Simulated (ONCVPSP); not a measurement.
u(r) = r·R(r): atom against pseudo-atom (Sc (Z = 21))

Columns: radius, all-electron u(r) and pseudo u(r) of the 3p shell (level -33.57 eV) of scandium in the configuration [Ne] 3s2 3p6 3d1 4s2; Wu-Cohen, scalar-relativistic, ONCV scheme, ONCVPSP 4.0.1.

```
r (bohr)  all-electron  pseudo
   0.132       -0.4520  0.0488
   0.265       -0.3971  0.1840
   0.398        0.0190  0.3787
   0.530        0.4432  0.5920
   0.663        0.7522  0.7823
   0.795        0.9262  0.9188
   0.928        0.9914  0.9866
   1.060        0.9800  0.9796
   1.193        0.9215  0.9214
   1.325        0.8386  0.8385
   1.458        0.7450  0.7449
   1.590        0.6512  0.6512
   1.723        0.5614  0.5613
   1.855        0.4797  0.4797
   1.988        0.4063  0.4063
   2.120        0.3426  0.3426
   2.252        0.2876  0.2876
   2.385        0.2403  0.2403
   2.518        0.2003  0.2003
   2.650        0.1668  0.1668
   2.782        0.1387  0.1387
   2.915        0.1149  0.1149
   3.048        0.0951  0.0951
   3.180        0.0787  0.0787
   3.312        0.0650  0.0650
   3.445        0.0536  0.0536
```

Problem. How many radial nodes do the two functions have?

Solution. The all-electron 3p function has n − l − 1 = 1; the pseudo-wave has 0, since the states of the same l below it are removed with the core.

Problem. At about which radius was the pseudo-wave matched?

Solution. 1.15 bohr, where the columns begin to agree (steps of 0.13 bohr).

Problem. Where does each function peak?

Solution. Outermost all-electron maximum near 0.93 bohr, pseudo maximum near 0.93 bohr (to the table’s step).

Problem. Is the pseudo-wave norm-conserving?

Solution. Yes: the ONCV scheme keeps the norm inside the radius equal to the all-electron one, which fixes the energy derivative of the logarithmic derivative at the level.
